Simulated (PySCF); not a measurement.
One of the candidates below gave these computed data.

All candidates are C2H10O2Si2.

| technique | computed result |
| --- | --- |
| 13C NMR | chemical shifts (computed TMS as zero) by class: 50.4 (1 C), 0.3 (1 C) ppm [GIAO PBE0/pcSseg-1] |
| UV, first state | lowest singlet excitation: 7.37 eV (168 nm, f = 0.003) [TDDFT CAM-B3LYP/def2-SVPD] |
| Dipole | 1.58 D [CAM-B3LYP/def2-SVPD] |
| UV, strongest line | among the 8 lowest singlet transitions: S8 at 8.46 eV (146 nm, f = 0.114) [TDDFT CAM-B3LYP/def2-SVPD] |
| Rotational structure | rotational constants A, B, C: 4.044, 1.200, 1.011 GHz [GFN2-xTB] |
| Triplet | lowest triplet excitation (Tamm–Dancoff): 7.06 eV [TDA CAM-B3LYP/def2-SVPD] |

Gas-phase values; electronic properties from PySCF, density fitting. Levels stand in brackets. One conformer (not necessarily the lowest) at the GFN2-xTB geometry, without solvent, vibrations or thermal averaging. NMR classes are plain means over equivalent atoms (diastereotopic ones count apart unless rotation or inversion swaps them), as if these changed places fast.

Question: Which candidate is it?
A. `CO[SiH2]O[SiH2]C`
B. `COC[Si@H](O)[SiH3]`
C. `COC[SiH2]O[SiH3]`
D. `C[SiH2]O[Si@H](C)O`

Answer: A. It is `CO[SiH2]O[SiH2]C`. Numbering: `[CH3:1][O:2][SiH2:3][O:4][SiH2:5][CH3:6]`. Its formula, C2H10O2Si2, gives 0 degrees of unsaturation, so no ring and no π bond. 2 carbons fall into 2 classes; from least to most shielded: methoxy carbon [C1] (50.4 ppm), Si-methyl carbon [C6] (0.3 ppm). The optimised geometry has point group C1 and is an asymmetric top.

The others, at the same levels:
- `C[SiH2]O[Si@H](C)O` fails: its computed 13C shifts are 0.4 (1 C), 0.0 (1 C) ppm, lowest singlet excitation is 7.64 eV (162 nm, f = 0.002) (against 7.37 eV) and lowest triplet excitation (Tamm–Dancoff) is 7.40 eV (against 7.06 eV).
- `COC[SiH2]O[SiH3]` fails: its computed 13C shifts are 67.7 (1 C), 65.5 (1 C) ppm, lowest singlet excitation is 7.14 eV (174 nm, f = 0.012) (against 7.37 eV) and strongest line among the 8 lowest singlet transitions is S5 at 7.94 eV (156 nm, f = 0.031) (against S8 at 8.46 eV).
- `COC[Si@H](O)[SiH3]` fails: its computed 13C shifts are 69.9 (1 C), 65.6 (1 C) ppm, lowest singlet excitation is 6.44 eV (193 nm, f = 0.010) (against 7.37 eV) and lowest triplet excitation (Tamm–Dancoff) is 5.80 eV (against 7.06 eV).

Each candidate is one conformer, not necessarily the lowest. Dipoles, sizes and rotational constants follow the conformer. The torsions of the flexible species, by atom-mapped SMILES:
- `[CH3:1][O:2][SiH2:3][O:4][SiH2:5][CH3:6]`: C1–O2–Si3–O4 179°, O2–Si3–O4–Si5 3°, Si3–O4–Si5–C6 54°
- `[CH3:1][SiH2:2][O:3][Si@H:4]([CH3:5])[OH:6]`: C1–Si2–O3–Si4 168°, Si2–O3–Si4–C5 -14°, H–O6–Si4–O3 -42°
- `[CH3:1][O:2][CH2:3][SiH2:4][O:5][SiH3:6]`: C1–O2–C3–Si4 179°, O2–C3–Si4–O5 -58°, C3–Si4–O5–Si6 33°
- `[CH3:1][O:2][CH2:3][Si@H:4]([OH:5])[SiH3:6]`: C1–O2–C3–Si4 179°, O2–C3–Si4–O5 53°, H–O5–Si4–C3 -34°
